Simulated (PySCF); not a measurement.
SMILES O(CC[O])CCOC, doublet (GFN2-xTB optimised geometry):

```
19

C     -2.050    -1.076    -4.660
O     -1.806    -0.692    -3.331
C     -1.436    -1.767    -2.504
C     -1.085    -1.220    -1.126
O      0.254    -0.782    -1.133
C      0.668    -0.118     0.000
C      0.230     1.430     0.000
O      0.527     1.992     1.133
H     -2.869    -1.803    -4.719
H     -1.155    -1.515    -5.118
H     -2.327    -0.172    -5.197
H     -2.268    -2.485    -2.420
H     -0.561    -2.289    -2.916
H     -1.223    -1.992    -0.355
H     -1.759    -0.379    -0.906
H      1.759    -0.118     0.000
H      0.284    -0.561     0.926
H      0.670     1.903    -0.900
H     -0.873     1.337    -0.142
```

Calculation: unrestricted CAM-B3LYP/def2-SVP in PySCF.

Problem. What are the frontier orbital energies (α orbitals alone; a β orbital can be the lowest empty one) and the dipole moment?

Solution. HOMO-2 -9.17 eV, HOMO-1 -8.97 eV, HOMO -8.62 eV, LUMO 2.69 eV, LUMO+1 2.82 eV; dipole moment 3.41 D.

On the same geometry unrestricted PBE/def2-SVP (PySCF) gives HOMO-2 -5.97 eV, HOMO-1 -5.75 eV, HOMO -5.33 eV, LUMO 0.81 eV, LUMO+1 0.94 eV; dipole moment 4.07 D.

Meta-Löwdin charges at CAM-B3LYP/def2-SVP: C1 -0.07, O2 -0.40, C3 0.04, C4 0.04, O5 -0.38, C6 0.05, C7 0.04, O8 -0.30, H9 0.08, H10 0.08, H11 0.11, H12 0.08, H13 0.09, H14 0.08, H15 0.09, H16 0.11, H17 0.08, H18 0.07, H19 0.11.
